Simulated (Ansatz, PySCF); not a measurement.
Constitutional and geometric isomers with formula H5B3O. Isolated molecules, 0 K electronic values unless said otherwise. One relaxed conformer stands for each flexible species; it need not be the lowest. Strings in code marks are SMILES.

Quantity: vertical ionisation energy (energy after one electron is removed minus that of the parent at the parent's geometry), in eV.

Level 1: r2SCAN-D4/def2-TZVP (PySCF)
Level 2: frozen-core MP2/cc-pVTZ // r2SCAN-D4/def2-TZVP (Ansatz, a first-principles code)
Level 3: B3LYP/6-31G* // r2SCAN-D4/def2-TZVP (PySCF)
Level 4: PBE/6-31G* // r2SCAN-D4/def2-TZVP (PySCF)

| species | level 2 | level 3 | level 4 |
|---|---|---|---|
| `BB(B)O` | 9.72 | 9.40 | 9.12 |
| `BBBO` | 10.25 | 9.84 | 9.51 |
| `BBOB` | 10.47 | 10.19 | 9.85 |

Q: What does level 1 give for each, and how far do the other levels lie from it on average?

A: 
- `BB(B)O`: 9.36
- `BBBO`: 9.80
- `BBOB`: 10.06
Mean absolute difference from level 1, which has limits of its own, over these rows (drawn at random from the members that have all these levels): level 2 0.405 eV, level 3 0.070 eV, level 4 0.246 eV.
